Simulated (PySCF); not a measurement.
Species: C₅H₁₄NSi (doublet state).
Geometry (GFN2-xTB, Å), atoms numbered from 1 in this order:
```
atom  x, y, z in Å
C1    -0.2723   -0.0465    1.4657
C2    -0.7734   -0.1024    0.0836
C3    -2.0103   -1.0222    0.0040
C4    -1.1360    1.2921   -0.4285
C5     0.3166   -0.7411   -0.8410
N6     1.5176    0.0260   -0.9815
Si7    2.6042    0.2941    0.3271
H8    -0.3014    0.8620    2.0333
H9    -0.0197   -0.9560    1.9758
H10   -2.8046   -0.6361    0.6385
H11   -1.7593   -2.0266    0.3355
H12   -2.3773   -1.0751   -1.0188
H13   -1.4490    1.2504   -1.4704
H14   -0.2815    1.9601   -0.3465
H15   -1.9523    1.7076    0.1582
H16    0.5877   -1.7108   -0.4168
H17   -0.1215   -0.9069   -1.8304
H18    1.4026    0.7858   -1.6347
H19    2.8246   -1.0123    0.9414
H20    3.8015    0.8070   -0.3446
H21    2.1949    1.2680    1.3496
```

The hyperfine couplings belong to this conformer and change with its torsions.

As a line formula: `C(C)(CN[SiH3])([CH2])C` [radical].

Method used: UKS B3LYP, pcH-1 on C H N Si, non-relativistic, mean-field spin-orbit, GIAO (PySCF). One conformer (not necessarily the lowest) at the GFN2-xTB geometry, without solvent, vibrations or thermal averaging. A GFN2-xTB geometry isn't a minimum of the functional, and hyperfine couplings can be far from their values at a DFT geometry. The SCF solution wasn't tested for stability.

Problem. Where do the isotropic ENDOR lines of C1, C5, C3/C4, C2, N6, H8/H9, H19/H20/H21, H16/H17 and H10 (×6) fall at 337.4 mT, to first order?

Solution. ν± = |νn ± a/2|, one line for each electron-spin manifold; νn = |g_N| × 7.62259 MHz/T × B.

| nuclei | isotope | g_N | νn (MHz) | a_iso (MHz) | lower line (MHz) | upper line (MHz) |
| --- | --- | --- | --- | --- | --- | --- |
| C1 | 13C | 1.4048 | 3.61 | 90.96 | 41.87 | 49.09 |
| C5 | 13C | 1.4048 | 3.61 | 46.17 | 19.47 | 26.70 |
| C3/C4 | 13C | 1.4048 | 3.61 | 33.45 | 13.11 | 20.34 |
| C2 | 13C | 1.4048 | 3.61 | -29.28 | 11.02 | 18.25 |
| N6 | 14N | 0.4038 | 1.04 | 1.11 | 0.48 | 1.59 |
| H8/H9 | 1H | 5.5857 | 14.37 | -60.36 | 15.81 | 44.54 |
| H19/H20/H21 | 1H | 5.5857 | 14.37 | 19.30 | 4.71 | 24.02 |
| H16/H17 | 1H | 5.5857 | 14.37 | 4.23 | 12.25 | 16.48 |
| H10 (×6) | 1H | 5.5857 | 14.37 | 1.93 | 13.40 | 15.33 |

The rows for 13C, of low natural abundance, apply to labelled samples.

Problem. Which pairs are centred on the nuclear Larmor frequency, and which on half the coupling?

Solution. Centred on νn, since |a| < 2νn: N6, H19/H20/H21, H16/H17 and H10 (×6). Centred on |a|/2 and split by 2νn: C1, C5, C3/C4, C2 and H8/H9.

Problem. At what field would the lower line of H8/H9 fall to zero frequency?

Solution. Where νn = |a|/2, that is B = 30.18 MHz/(5.5857 × 7.62259 MHz/T) = 709 mT, as far as first order holds there.

Nuclei that the bonding pattern makes equivalent are averaged, as if the motion that swaps them (rotation, inversion, ring flip) were fast. The three 1H nuclei of mean +19.3 MHz run from 2.3 to 31.9 MHz in the frozen geometry. The six 1H nuclei of mean +1.9 MHz run from -3.0 to 21.7 MHz in the frozen geometry. The 13C value of +33.5 MHz is a mean of couplings from 0.8 to 66.1 MHz in this one geometry, not an average over conformers. The 1H value of +4.2 MHz is a mean of couplings from -2.4 to 10.9 MHz in this one geometry, not an average over conformers.
